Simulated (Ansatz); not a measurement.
Ansatz (a program for electronic structure) input (RI-MP2/cc-pV(T+d)Z):
A basis named .json is the Basis Set Exchange file of that set.

Ansatz 0.2 input:
```yaml
crystal:
  periodic: [false, false, false]
  atoms:
    - {symbol: C, position_ang: [2.22081277, 1.51536926, 0.09236522]}
    - {symbol: Si, position_ang: [1.79990069, -0.12585361, -0.72831278]}
    - {symbol: Si, position_ang: [-0.08125231, -1.10295497, 0.27714010]}
    - {symbol: N, position_ang: [-1.37044872, 0.04984283, 0.34444841]}
    - {symbol: C, position_ang: [-2.45442924, -0.10092921, 1.29849126]}
    - {symbol: C, position_ang: [-1.74735996, 0.82235666, -0.82432541]}
    - {symbol: H, position_ang: [1.37696767, 2.20389670, 0.02342073]}
    - {symbol: H, position_ang: [2.44577790, 1.36925088, 1.15027147]}
    - {symbol: H, position_ang: [3.08584843, 1.98476574, -0.37902034]}
    - {symbol: H, position_ang: [2.94286853, -1.07056013, -0.61468612]}
    - {symbol: H, position_ang: [1.55774096, 0.08837931, -2.18069325]}
    - {symbol: H, position_ang: [0.21660267, -1.48289399, 1.68245489]}
    - {symbol: H, position_ang: [-0.42366802, -2.37397429, -0.43533562]}
    - {symbol: H, position_ang: [-2.82105095, 0.88179295, 1.61585225]}
    - {symbol: H, position_ang: [-3.30897512, -0.65452708, 0.88233240]}
    - {symbol: H, position_ang: [-2.10846193, -0.63173650, 2.18557860]}
    - {symbol: H, position_ang: [-2.09676672, 1.81790941, -0.52838868]}
    - {symbol: H, position_ang: [-2.55331851, 0.34755171, -1.40266762]}
    - {symbol: H, position_ang: [-0.89564231, 0.95378505, -1.49302659]}
basis:
  gaussian:
    orbitals: cc-pV_T+d_Z.json
    fitting: {mean_field: def2-universal-jkfit, correlation: cc-pVTZ-RIFIT.json}
magnetization: {spin_polarized: false}
correlation: {method: mp2, electrons: outside_noble_gas}
```

Output:

```
Functional definition: HF
integrals: 0.69 GiB planned
792 factors; integrals over basis functions are off by at most 1.1e0 eV
0.89 GiB of device memory are held for the factors and their scratch space
mean field: 1.77 GiB planned
mean field evaluation 1: about -20501.5846 eV, gradient 4.0e1 eV
mean field evaluation 2: about -20505.3851 eV, gradient 1.9e1 eV
mean field evaluation 4: about -20506.3126 eV, gradient 1.3e0 eV
mean field -20506.31852309 eV, -753.5933060418 hartree, gradient 2.3e-6 eV, S^2 0.000000; 0 other end points of the search recorded, 0 dependent functions left out
14 core orbitals not correlated
958 factors; their error is unknown
reference -20506.31852309 eV, -753.5933060418 hartree; 19, 19 occupied and 347, 347 virtual orbitals, 958 factors
second order -27.20635699 eV of doubles, -0.00000000 eV of singles
Total energy: -20533.52488008 eV, -754.5931212199 hartree
```
